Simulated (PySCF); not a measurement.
C3H8OSi, SMILES C(C[SiH2]C)=O. Atoms are numbered in the order given.

```xyz
13

C      0.2454     2.5200     0.0000
Si    -0.4966     0.7851     0.0000
C      0.9187    -0.4911     0.0000
C      0.4493    -1.9234     0.0000
O     -0.7099    -2.2592     0.0000
H     -0.5471     3.2854     0.0000
H      0.8721     2.6843    -0.8917
H      0.8721     2.6843     0.8917
H     -1.3353     0.5926     1.2164
H     -1.3353     0.5926    -1.2164
H      1.5818    -0.3443    -0.8740
H      1.5818    -0.3443     0.8740
H      1.2604    -2.6999     0.0000
```

Geometry optimised at B3LYP-D3(BJ)/def2-SVP. The structure was generated by enumeration, and PubChem lists no compound with its InChIKey, so it may never have been made. One conformer was computed; it need not be the lowest.

Two levels are set side by side: PBE/pcSseg-1 (PySCF) and HF/pcSseg-1 (PySCF). GIAO shifts against H2O (¹⁷O), TMS (²⁹Si), TMS (¹H), TMS (¹³C) at the same level; non-relativistic, no solvent, atoms listed together averaged. Differences are taken from unrounded values.

```csv
quantity,HF
δ(¹³C) of C1 (ppm),-3.7
δ(²⁹Si) of Si2 (ppm),-39.5
δ(¹³C) of C3 (ppm),30.5
δ(¹³C) of C4 (ppm),205.2
δ(¹⁷O) of O5 (ppm),705.8
"δ(¹H) of H9, H10 (ppm)",4.28
"δ(¹H) of H11, H12 (ppm)",1.90
δ(¹H) of H13 (ppm),9.75
```

What does PBE give, and how far is it from HF? (Estimate from the structure and the level; the computed values follow.)


| quantity | PBE | PBE minus HF |
|---|---|---|
| δ(¹³C) of C1 (ppm) | -5.8 | -2.1 |
| δ(²⁹Si) of Si2 (ppm) | -47.0 | -7.5 |
| δ(¹³C) of C3 (ppm) | 38.8 | 8.4 |
| δ(¹³C) of C4 (ppm) | 205.5 | 0.4 |
| δ(¹⁷O) of O5 (ppm) | 710.0 | 4.3 |
| δ(¹H) of H9, H10 (ppm) | 4.57 | 0.29 |
| δ(¹H) of H11, H12 (ppm) | 2.34 | 0.44 |
| δ(¹H) of H13 (ppm) | 10.56 | 0.82 |

Rough cost on one machine, each run with all the roots and properties that it gave: HF against PBE within a factor of 2.
